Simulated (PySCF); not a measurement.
Lowest triplet excitation (TDA) (eV) of eight silicon and germanium compounds: TDDFT-PBE beside TDDFT-B3LYP, computed with PySCF for isolated molecules in the bases named; differences from unrounded values. The eight are the first of their class met in an unordered collection, after screening for sound electronic states; none was chosen by its value. Each molecule has one DFT geometry for both levels.

```csv
molecule,basis,TDDFT-B3LYP,TDDFT-PBE,difference
"Si(F)(Me)2(SH) (C₂H₇FSSi), SMILES S[Si](C)(C)F",def2-SVPD,5.40,5.19,-0.21
"Ge(F)2(Br)(OH) (BrF2GeHO), SMILES [OH][Ge]([F])([Br])[F]",def2-SVPD,5.46,5.12,-0.34
"CH4ClFOSi2, SMILES O=C([SiH2]F)[SiH2]Cl",def2-SVPD,1.80,1.66,-0.13
"Si(Cl)(F)2(NHMe) (CH₄ClF₂NSi), SMILES CN[Si](F)(F)Cl",def2-SVPD,6.02,5.49,-0.52
"C2H4GeN2, SMILES N(/C#N)=[CH]/[GeH3]",def2-SVPD,2.99,2.78,-0.21
"Si(Cl)3(NH2) (Cl₃H₂NSi), SMILES Cl[Si](N)(Cl)Cl",def2-SVPD,6.14,5.51,-0.63
"Ge(H)(OH)(NH2)2 (GeH6N2O), SMILES [NH2][GeH]([NH2])[OH]",def2-SVPD,5.89,5.36,-0.53
"F2GeH4OSi, SMILES F[SiH](F)[O][GeH3]",def2-SVPD,6.92,6.41,-0.51
```

TDDFT-PBE lies below TDDFT-B3LYP in 8 and above it in 0 of the eight; the mean signed difference is -0.39 and the largest -0.63 eV.
